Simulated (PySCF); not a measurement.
Structure problem from calculated spectra and properties.

Formula: C6H10N4Si.

| Quantity | Value |
| --- | --- |
| Dipole | 5.43 D [PBE0/pcSseg-1] |
| Rotational structure | rotational constants A, B, C: 2.007, 0.545, 0.500 GHz [GFN2-xTB] |
| NMR, other nuclei | isotropic shieldings of nuclei other than C and H, by class: -124 (1 N), -107 (1 N), -60 (1 N), -30 (1 N), 326 (1 Si) ppm [GIAO PBE0/pcSseg-1] |
| 13C NMR | chemical shifts (computed TMS as zero) by class: 148.3 (1 C), 128.3 (1 C), 117.9 (1 C), 0.3 (3 C) ppm [GIAO PBE0/pcSseg-1] |
| 1H NMR | chemical shifts (computed TMS as zero) by class: 8.20 (1 H), 0.58 (9 H) ppm [GIAO PBE0/pcSseg-1] |

Electronic properties: PySCF, gas phase, density fitting. Levels stand in brackets. Isolated species at its GFN2-xTB geometry, gas phase. NMR values are class means; diastereotopic atoms form classes of their own.

Question: What is the compound? Reason from the data.

Answer: Numbering: `[CH3:1][Si:2]([CH3:3])([CH3:4])[n:5]1[n:6][cH:7][c:8]([C:9]#[N:10])[n:11]1`. Its formula, C6H10N4Si, gives 5 degrees of unsaturation: 1 ring and 4 π bonds in the structure found (Kekulé form). 6 carbons fall into 4 classes; from least to most shielded: aromatic CH next to a ring nitrogen [C7] (148.3 ppm), substituted aromatic carbon [C8] (128.3 ppm), nitrile carbon [C9] (117.9 ppm), Si-methyl carbon [C1/C3/C4] (0.3 ppm, 3 C). Hydrogen classes from least to most shielded: 1 H on an aromatic CH next to a ring nitrogen, C7 (8.20 ppm), 9 H on 3 Si-methyl carbons, C1/C3/C4 (0.58 ppm, a mean of values up to 0.9 ppm apart in this geometry). The other shieldings belong to: -124 ppm, pyridine-type nitrogen [N11]; -107 ppm, pyridine-type nitrogen [N6]; -60 ppm, nitrile nitrogen [N10]; -30 ppm, pyrrole-type nitrogen [N5]; 326 ppm, four-coordinate silicon [Si2]. By its constants the optimised geometry is an asymmetric top. Structure: `[Si](C)(C)(C)n1ncc(n1)C#N`. Computed isomers that give other values at the same levels: `C[Si](C)(C)c1[nH]nnc1C#N` (13C chemical shifts (computed TMS as zero) by class: 152.7 (1 C), 131.2 (1 C), 119.6 (1 C), -1.8 (3 C) ppm); `Cc1nn([SiH](C)C)nc1C#N` (13C chemical shifts (computed TMS as zero) by class: 158.6 (1 C), 129.9 (1 C), 118.0 (1 C), 12.7 (1 C), -1.8 (2 C) ppm). The assignments are read from this structure; whether some other isomer fits the data as well wasn't checked.

The values belong to the conformer `[CH3:1][Si:2]([CH3:3])([CH3:4])[n:5]1[n:6][cH:7][c:8]([C:9]#[N:10])[n:11]1`: C1–Si2–N5–N6 174°.
